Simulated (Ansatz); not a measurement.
F4H2OTi, SMILES [F][Ti](<-[OH2])([F])([F])[F], multiplicity 1.

The structure is a stationary point at PBE0-D3(BJ)/def2-SVP. The spin state was assumed, not searched.

Two levels are set side by side: PBE/def2-TZVPD (Ansatz, a first-principles code) and CAM-B3LYP/def2-TZVPD (Ansatz). Energy differences of separate SCF runs at the same geometry; the states with an electron removed or added have multiplicity 2 and 2. Differences are taken from unrounded values.

```csv
quantity,CAM-B3LYP
vertical ionisation energy (eV),13.69
vertical electron affinity (eV),0.44
vertical singlet–triplet gap (eV),6.91
```

Q: What does PBE give, and how far is it from CAM-B3LYP? (Estimate from the structure and the level; the computed values follow.)

A: 
| quantity | PBE | PBE minus CAM-B3LYP |
|---|---|---|
| vertical ionisation energy (eV) | 12.38 | -1.32 |
| vertical electron affinity (eV) | 0.19 | -0.25 |
| vertical singlet–triplet gap (eV) | 6.44 | -0.46 |
